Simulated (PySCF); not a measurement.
How far are cheaper levels from CCSD(T)/CBS for SeS?

PySCF; the state is a triplet (π ↑↑). The composite is CCSD(T) extrapolated to the basis-set limit from two correlation-consistent sets, with core-valence (CV) and scalar-relativistic (SR) terms as its label shows; it has no spin–orbit coupling and nothing beyond (T). Here it is CCSD(T)/CBS(TQ). It gives Re = 2.036 Å, ωe = 561 cm⁻¹ and De = 3.95 eV to Se + S.

```csv
level,basis,relativity,Re (Å),ωe (cm⁻¹),De (eV)
ROHF-CCSD,def2-TZVPP,no relativity,2.033,578,3.41
ROHF-CCSD(T),def2-TZVPP,no relativity,2.046,555,3.70
PBE,def2-TZVPP,no relativity,2.058,538,4.49
revPBE,def2-TZVPP,no relativity,2.063,533,4.22
BP86,def2-TZVPP,no relativity,2.062,531,4.46
r²SCAN,def2-TZVPP,no relativity,2.038,562,4.28
TPSSh,def2-TZVPP,no relativity,2.040,559,4.14
PBE0,def2-TZVPP,no relativity,2.028,578,4.11
B97-3,def2-TZVPP,no relativity,2.040,566,4.09
HSE06,def2-TZVPP,no relativity,2.031,574,4.13
```

Q: Give the difference of each row from the composite.

A: 

| level | basis | ΔRe (pm) | Δωe (%) | ΔDe (eV) |
| --- | --- | --- | --- | --- |
| ROHF-CCSD | def2-TZVPP | -0.3 | +3.0 | -0.54 |
| ROHF-CCSD(T) | def2-TZVPP | +1.0 | -1.1 | -0.25 |
| PBE | def2-TZVPP | +2.2 | -4.1 | +0.54 |
| revPBE | def2-TZVPP | +2.7 | -5.0 | +0.27 |
| BP86 | def2-TZVPP | +2.6 | -5.3 | +0.51 |
| r²SCAN | def2-TZVPP | +0.2 | +0.2 | +0.33 |
| TPSSh | def2-TZVPP | +0.4 | -0.4 | +0.19 |
| PBE0 | def2-TZVPP | -0.8 | +3.0 | +0.16 |
| B97-3 | def2-TZVPP | +0.4 | +0.9 | +0.14 |
| HSE06 | def2-TZVPP | -0.5 | +2.3 | +0.18 |

Q: Which rows come closest in De?

A: B97-3 in def2-TZVPP (+0.14 eV), counted from the composite.

Correlated steps freeze 14 core orbitals. Spin–orbit coupling is left out. The state is the lowest determinant that a PBE0 search found; another state may lie lower at other levels.
